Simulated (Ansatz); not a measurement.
`C[SiH](F)S` → CH₄ + `F[Si]S`  (silylene formation by 1,1-elimination)

Gas-phase electronic energies from Ansatz, PBE0-D4/def2-TZVP geometries. CBS: MP2 limit from def2 TZ/QZ plus the TZ coupled-cluster correction, frozen cores. This one scheme is used for every species. Functionals use def2-TZVPP. One conformer a species, not always the lowest.

| level | ΔE (kJ/mol) |
| --- | --- |
| PBE-D4 | 136.5 |
| B2PLYP | 138.0 |

**Question.** What does CCSD(T)/CBS give? (Estimate.)

**Answer.** Computed: +151.1 kJ/mol. The listed levels differ from it by -14.6, -13.1 kJ/mol.

Largest T1 diagnostic among the species: 0.015.

At CCSD(T), def2-SVP lies −21.7 kJ/mol from the extrapolated value and def2-TZVPP −4.7 kJ/mol. From PBE to PBE0 (25 % exact exchange), in def2-TZVPP and without D4, ΔE moves by +19.6 kJ/mol. Leaving LDA and LC-ωPBE aside and taking each functional with its dispersion term where it has one, the values, not all of them listed here, spread over 50.1 kJ/mol, from BLYP-D4 to r2SCAN0-D4. LDA lies +32.5 kJ/mol from PBE without D4.
